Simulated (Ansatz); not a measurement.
Isomers of C2H5GaO, relaxed with PBE0-D4/def2-TZVP in Ansatz; electronic energies, one conformer each and not always the lowest. Functionals use def2-TZVPP; CBS adds triple-zeta CCSD(T) − MP2 to the MP2 limit of def2-TZVPP and def2-QZVPP.

Outer-core shells of Ga are correlated without core-valence functions. Scalar relativity is left out up to krypton. Spin–orbit coupling is left out.

Order them by energy at frozen-core CCSD(T)/CBS, lowest first. (Estimate.)
A. `[GaH2][CH]1CO1`
B. `[CH2]1O[CH2][GaH]1`
C. `[CH3][GaH][CH]=O`
D. `C=[C](O)[GaH2]`

C (0.0 kJ/mol), D (22.6 kJ/mol), B (92.3 kJ/mol), A (105.4 kJ/mol).

How do B3LYP-D4, B2PLYP, PBE0-D4, ωB97M-V place them (kJ/mol, against `[CH3][GaH][CH]=O`)? (Estimate.)

The calculation gave: 
```tsv
isomer	B3LYP-D4	B2PLYP	PBE0-D4	ωB97M-V
`C=[C](O)[GaH2]`	24.5	28.2	21.3	23.1
`[CH2]1O[CH2][GaH]1`	98.3	100.0	81.4	90.0
`[GaH2][CH]1CO1`	111.8	110.9	92.6	100.8
```

B3LYP here is the variant with VWN-RPA as its local correlation; programs differ in this.
